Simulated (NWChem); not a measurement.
System: InH2I; SMILES [InH2][I]

```xyz
4

In     0.0000     0.0000    -1.3591
H      0.0000     1.5717    -2.0520
H      0.0000    -1.5717    -2.0520
I      0.0000     0.0000     1.3339
```
Atoms are numbered in this order, from 1.

Results from NWChem. Structure relaxed at the PBE0/def2-SVP level. No frequency run checked for a minimum. def2 effective core potentials on In, I; no spin-orbit coupling. Ions are spin-unrestricted doublets at the neutral geometry; other ion states weren't tried.

For level PBE/def2-SVP:

```yaml
"−ε(HOMO) (eV)": 6.08
```

Problem. What are these values for level B3LYP/def2-SVP?

Solution. −ε(HOMO) (eV): 6.93
